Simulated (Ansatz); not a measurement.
Two isomers of CH9BGeSi: A = `B[CH2][GeH2][SiH3]`, B = `C[SiH2][BH][GeH3]`.

Gas-phase electronic energies from Ansatz, PBE0-D4/def2-TZVP geometries. CCSD(T)/CBS is the MP2 limit (def2-TZVPP, def2-QZVPP) plus CCSD(T) − MP2 in def2-TZVPP, frozen cores. Functionals use def2-TZVPP. B3LYP here is the variant with VWN-RPA as its local correlation; programs differ in this. For Ge outer-core shells are correlated without core-valence functions, which leaves a few kJ/mol of doubt a bond. Scalar relativity is left out up to krypton. Each species was taken in one conformer, which may not be the lowest.

(1) Which isomer does CCSD(T)/CBS put lower? Give the gap. (Best estimate.)

(2) Give E(B) − E(A) in kJ/mol with ωB97M-V, B3LYP-D4, HF/def2-TZVPP, MP2/def2-TZVPP, PBE-D4, PBE0-D4, r2SCAN-D4. (An estimate is asked.)

Largest T1 diagnostic: 0.012.

## Answers

(1) Computed: A, by 51.6 kJ/mol.

(2) Ansatz gave: ωB97M-V 54.3, B3LYP-D4 49.6, HF/def2-TZVPP 39.0, MP2/def2-TZVPP 62.7, PBE-D4 50.0, PBE0-D4 50.5, r2SCAN-D4 50.5. None reverses the order clearly.

In def2-TZVPP, CCSD(T) changes the Hartree–Fock value by +13.8 kJ/mol (the triples alone add +3.3 kJ/mol) and MP2 by +23.6 kJ/mol. The D4 term adds +3.6 kJ/mol with B3LYP and +1.7 kJ/mol with PBE0; it sums over pairs of atoms, weighted by their polarisabilities, and B3LYP, whose exchange is more repulsive, gets the larger term.
